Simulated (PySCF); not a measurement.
PySCF input (BP86/def2-SVP):

```python
from pyscf import gto, dft

mol = gto.M(
    atom='''
    Sb   -0.61153293   -0.48845125    0.87283156
    I    -1.01210683    1.89001114   -0.40903937
    I     1.60056305   -1.41999201   -0.43085515
    ''',
    basis='def2-svp',
    ecp='def2-svp',
    charge=0,
    spin=1,
    verbose=4,
)

mf = dft.UKS(mol, xc='bp86')
mf.grids.level = 3
mf.conv_tol = 1e-9
mf.max_cycle = 100
mf.max_memory = 1500
mf.kernel()
if not mf.converged:
    mf = mf.newton()
    mf.kernel(mf.make_rdm1())
mo, _, stable, _ = mf.stability(return_status=True)
if not stable:
    mf.kernel(mf.make_rdm1(mo, mf.mo_occ))
    stable = mf.stability(return_status=True)[2]
mf.dip_moment()
```

Output:

```
PySCF version 2.14.0

[INPUT] verbose = 4
[INPUT] num. atoms = 3
[INPUT] num. electrons = 73
[INPUT] charge = 0
[INPUT] spin (= nelec alpha-beta = 2S) = 1
[INPUT] symmetry False subgroup None
[INPUT] Mole.unit = angstrom
[INPUT] Symbol           X                Y                Z      unit          X                Y                Z       unit  Magmom
[INPUT]  1 Sb    -0.611532930000  -0.488451250000   0.872831560000 AA   -1.155629753853  -0.923039087701   1.649412601277 Bohr   0.0
[INPUT]  2 I     -1.012106830000   1.890011140000  -0.409039370000 AA   -1.912604717502   3.571603426977  -0.772972383465 Bohr   0.0
[INPUT]  3 I      1.600563050000  -1.419992010000  -0.430855150000 AA    3.024625809599  -2.683395997971  -0.814198232858 Bohr   0.0

nuclear repulsion = 301.226531652566
number of shells = 30
number of NR pGTOs = 183
number of NR cGTOs = 78
basis = def2-svp
ecp = def2-svp

******** <class 'pyscf.dft.uks.UKS'> ********
method = UKS
initial guess = minao
damping factor = 0
level_shift factor = 0
DIIS = <class 'pyscf.scf.diis.CDIIS'>
diis_start_cycle = 1
diis_space = 8
diis_damp = 0
SCF conv_tol = 1e-09
SCF conv_tol_grad = None
SCF max_cycles = 100
direct_scf = True
direct_scf_tol = 1e-13
number electrons alpha = 37  beta = 36
XC library pyscf.dft.libxc version 7.1.2
    S. Lehtola, C. Steigemann, M. J. T. Oliveira, and M. A. L. Marques,  SoftwareX 7, 1–5 (2018)
XC functionals = bp86
    A. D. Becke,  Phys. Rev. A 38, 3098 (1988)
    J. P. Perdew,  Phys. Rev. B 33, 8822 (1986)
    J. P. Perdew,  Phys. Rev. B 34, 7406–7406 (1986)
radial grids:
    Treutler-Ahlrichs [JCP 102, 346 (1995); DOI:10.1063/1.469408] (M4) radial grids

becke partition: Becke, JCP 88, 2547 (1988); DOI:10.1063/1.454033
pruning grids: <function nwchem_prune>
grids dens level: 3
symmetrized grids: False
atomic radii adjust function: <function treutler_atomic_radii_adjust>
small_rho_cutoff = 0
Set gradient conv threshold to 3.16228e-05
tot grids = 65880
init E= -748.220024928682
  alpha nocc = 37  HOMO = -1.5371154346178  LUMO = -1.52538528420945
  beta  nocc = 36  HOMO = -1.71015353464447  LUMO = -1.53711543461779

WARN: HOMO -1.5371154346178 >= LUMO -1.53711543461779

cycle= 1 E= -832.556271419016  delta_E= -84.3  |g|= 3.41  |ddm|= 11.2
  alpha nocc = 37  HOMO = 0.107546701665746  LUMO = 0.130715746004894
  beta  nocc = 36  HOMO = 0.09221586532534  LUMO = 0.10842402965372

WARN: HOMO 0.107546701665746 >= LUMO 0.10842402965372

cycle= 2 E= -832.125927367616  delta_E= 0.43  |g|= 2.86  |ddm|=  9.1
  alpha nocc = 37  HOMO = -0.0943361855358038  LUMO = -0.0539542235520978
  beta  nocc = 36  HOMO = -0.256483194174263  LUMO = -0.0719571463301163
  HOMO = -0.0943361855358  LUMO = -0.0719571463301  gap/eV = 0.60896
cycle= 3 E= -835.334331607043  delta_E= -3.21  |g|= 0.903  |ddm|= 5.02
  alpha nocc = 37  HOMO = -0.198191817549163  LUMO = -0.137720832648032
  beta  nocc = 36  HOMO = -0.207199332205147  LUMO = -0.190408984173257
  HOMO = -0.198191817549  LUMO = -0.190408984173  gap/eV = 0.21178
cycle= 4 E= -835.400504348545  delta_E= -0.0662  |g|= 0.906  |ddm|= 2.92
  alpha nocc = 37  HOMO = -0.15642983861855  LUMO = -0.0812019718751263
  beta  nocc = 36  HOMO = -0.229373028448381  LUMO = -0.131584629919263
  HOMO = -0.156429838619  LUMO = -0.131584629919  gap/eV = 0.67607
cycle= 5 E= -836.087971065088  delta_E= -0.687  |g|= 0.193  |ddm|= 1.58
  alpha nocc = 37  HOMO = -0.195271284533964  LUMO = -0.120815645246553
  beta  nocc = 36  HOMO = -0.242957992031316  LUMO = -0.166769624042923
  HOMO = -0.195271284534  LUMO = -0.166769624043  gap/eV = 0.77557
cycle= 6 E= -836.110740265157  delta_E= -0.0228  |g|= 0.108  |ddm|= 0.447
  alpha nocc = 37  HOMO = -0.191751910244927  LUMO = -0.115280646250559
  beta  nocc = 36  HOMO = -0.241302323408996  LUMO = -0.161263278278853
  HOMO = -0.191751910245  LUMO = -0.161263278279  gap/eV = 0.82964
cycle= 7 E= -836.119347595031  delta_E= -0.00861  |g|= 0.0177  |ddm|= 0.145
  alpha nocc = 37  HOMO = -0.190201474741824  LUMO = -0.113868481665138
  beta  nocc = 36  HOMO = -0.241684105650988  LUMO = -0.159180069659587
  HOMO = -0.190201474742  LUMO = -0.15918006966  gap/eV = 0.84414
cycle= 8 E= -836.119653322569  delta_E= -0.000306  |g|= 0.00292  |ddm|= 0.0281
  alpha nocc = 37  HOMO = -0.190015528058276  LUMO = -0.113712924585954
  beta  nocc = 36  HOMO = -0.241855639523461  LUMO = -0.158774572448412
  HOMO = -0.190015528058  LUMO = -0.158774572448  gap/eV = 0.85011
cycle= 9 E= -836.119661579416  delta_E= -8.26e-06  |g|= 0.000695  |ddm|= 0.00684
  alpha nocc = 37  HOMO = -0.190047551466104  LUMO = -0.113721291236894
  beta  nocc = 36  HOMO = -0.241833961477892  LUMO = -0.158750665264224
  HOMO = -0.190047551466  LUMO = -0.158750665264  gap/eV = 0.85163
cycle= 10 E= -836.119661962643  delta_E= -3.83e-07  |g|= 0.000157  |ddm|= 0.00145
  alpha nocc = 37  HOMO = -0.190052956445173  LUMO = -0.113719706276658
  beta  nocc = 36  HOMO = -0.2418492777381  LUMO = -0.158744171016582
  HOMO = -0.190052956445  LUMO = -0.158744171017  gap/eV = 0.85196
cycle= 11 E= -836.119661970965  delta_E= -8.32e-09  |g|= 0.000121  |ddm|= 0.000488
  alpha nocc = 37  HOMO = -0.190053253725547  LUMO = -0.113718173307213
  beta  nocc = 36  HOMO = -0.241852852875359  LUMO = -0.158740334527652
  HOMO = -0.190053253726  LUMO = -0.158740334528  gap/eV = 0.85207
cycle= 12 E= -836.119661984751  delta_E= -1.38e-08  |g|= 3.51e-05  |ddm|= 0.000313
  alpha nocc = 37  HOMO = -0.190052650338937  LUMO = -0.113716172803943
  beta  nocc = 36  HOMO = -0.241850327903563  LUMO = -0.15873888019003
  HOMO = -0.190052650339  LUMO = -0.15873888019  gap/eV = 0.85209
cycle= 13 E= -836.119661985816  delta_E= -1.06e-09  |g|= 4.76e-06  |ddm|= 7.1e-05
  alpha nocc = 37  HOMO = -0.190052975598309  LUMO = -0.113715696455379
  beta  nocc = 36  HOMO = -0.241849878474516  LUMO = -0.158738559990502
  HOMO = -0.190052975598  LUMO = -0.158738559991  gap/eV = 0.85211
cycle= 14 E= -836.119661985841  delta_E= -2.57e-11  |g|= 1.9e-06  |ddm|= 1.61e-05
  alpha nocc = 37  HOMO = -0.190053245735156  LUMO = -0.113715983215818
  beta  nocc = 36  HOMO = -0.241850513877225  LUMO = -0.158738691275286
  HOMO = -0.190053245735  LUMO = -0.158738691275  gap/eV = 0.85211
Extra cycle  E= -836.119661985844  delta_E= -2.73e-12  |g|= 2.82e-06  |ddm|= 8.62e-06
converged SCF energy = -836.119661985844  <S^2> = 0.75187192  2S+1 = 2.001871
uhf_internal: lowest eigs of H = [0.61717317 0.61824935 0.64797412]
<class 'pyscf.dft.uks.UKS'> wavefunction is stable in the internal stability analysis
Dipole moment(X, Y, Z, Debye): -0.84822, -0.67746,  1.21061
```

The geometry given is a B3LYP-D3(BJ)/def2-TZVP minimum.
